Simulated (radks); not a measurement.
Species: Ti20+. Configuration: 1s1 2p1 (not the ground configuration).

Method: scalar-relativistic Kohn-Sham, PBE, spin-polarised, spherical densities, point nucleus; open shells are filled with parallel spins first; computed with a radial shooting solver on a logarithmic mesh with Libxc functionals.

Energy parts (eV):
| part | energy |
|---|---|
| total | -8143.962 |
| kinetic | 8238.295 |
| electron-nucleus | -16516.800 |
| Hartree | 382.472 |
| exchange-correlation | -247.929 |

Orbitals (lengths in bohr, moments of r in powers of bohr; r(max) is where P^2 peaks):
orbital	occ.	eigenvalue (eV)	r(max)
1s up	1	-6353.120	0.04487
2s up	0	-1506.357	0.2407
2p up	1	-1476.617	0.1870
3p up	0	-640.0146	0.5682
3d up	0	-632.3867	0.4319

The highest occupied level is 2p up at -1476.6 eV. The configuration is held as typed, so some empty levels lie below it. Spin moment in Bohr magnetons: 2. Summed over all electrons, <r^2> = 0.07248 bohr^2, which gives a Langevin (diamagnetic) susceptibility term of -0.0574 x 10^-6 cm^3/mol.
